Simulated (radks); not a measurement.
Effect of the nuclear size on the scandium ion Sc2+, [Ar] 3d1. Method: Dirac Kohn-Sham, PBE, spin-unpolarised, spherical densities, finite nucleus; open shells are shared between the two j in proportion to 2j + 1; Fermi nuclear charge, rms radius 3.5459 fm; computed with a radial shooting solver on a logarithmic mesh with Libxc functionals. The rms radius is varied about that value; shifts are against it.

| rms radius (fm) | total energy shift (eV) | density at nucleus (e/bohr^3) | 1s1/2 shift (meV) | 2s1/2 shift (meV) | 3s1/2 shift (meV) |
|---|---|---|---|---|---|
| 3.1878 | -0.00744 | 7279 | -3.15 | -0.258 | -0.034 |
| 3.2941 | -0.00531 | 7272 | -2.25 | -0.184 | -0.024 |
| 3.5459 | 0 | 7257 | 0.000 | 0.000 | 0.000 |
| 3.709 | 0.00365 | 7248 | 1.54 | 0.126 | 0.017 |
| 4.3898 | 0.0206 | 7213 | 8.69 | 0.712 | 0.094 |

Slopes of the eigenvalues against <r^2> in GHz/fm^2, as finite differences over the two radii next to the reference (eigenvalue slopes, not the field-shift constants of lines): 1s1/2 315, 2s1/2 25.8, 3s1/2 3.39.
